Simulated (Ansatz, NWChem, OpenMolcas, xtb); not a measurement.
**Ligand exchange: AlCl + RbI → AlI + RbCl**

Species: AlCl, singlet; RbI, singlet; AlI (iodoaluminum), singlet; RbCl, singlet. The partners trade Cl for I: Al–Cl and Rb–I bonds give way to Al–I and Rb–Cl.

Shapes, held fixed at every level: measured bond length; RbCl from PBE0-D4/def2-TZVP. Programs: Ansatz 0.2.0, NWChem 7.3.0, OpenMolcas 26.06, xtb 6.7.1. A level may come from different programs for different species; with the same settings they agree closely. Electronic energies: no zero-point or thermal term.

```json
{"level": "GFN0-xTB", "kind": "semi-empirical", "ΔE (kJ/mol)": "-17.6"}
{"level": "HF/3-21G", "kind": "Hartree–Fock", "ΔE (kJ/mol)": "+38.0"}
{"level": "PBE/STO-3G", "kind": "GGA", "ΔE (kJ/mol)": "+51.3"}
{"level": "revPBE/STO-3G", "kind": "GGA", "ΔE (kJ/mol)": "+49.4"}
{"level": "BHLYP/STO-3G", "kind": "global hybrid", "ΔE (kJ/mol)": "+55.1"}
{"level": "r2SCAN0/STO-3G", "kind": "global hybrid", "ΔE (kJ/mol)": "+52.7"}
{"level": "MP2/STO-3G", "kind": "perturbation theory", "ΔE (kJ/mol)": "+55.9"}
{"level": "CCSD(T)/STO-3G", "kind": "coupled cluster or CI", "ΔE (kJ/mol)": "+55.1"}
{"level": "PBE0/def2-SVP", "kind": "global hybrid", "ΔE (kJ/mol)": "+46.5"}
```

PBE0/def2-SVP gives ΔE = +46.5 kJ/mol; the levels span -17.6 to +55.9. They disagree on the sign: 8 of 9 are positive. GFN0-xTB strays far from the other rows. The median of the levels is +51.3. No measured value is set beside it here. For atoms past krypton def2 sets carry core potentials with scalar relativity. All-electron rows are non-relativistic unless named. Outer-core shells of I, Rb are correlated, in sets that cover them unevenly. Rows in sets without polarisation functions are far from converged.
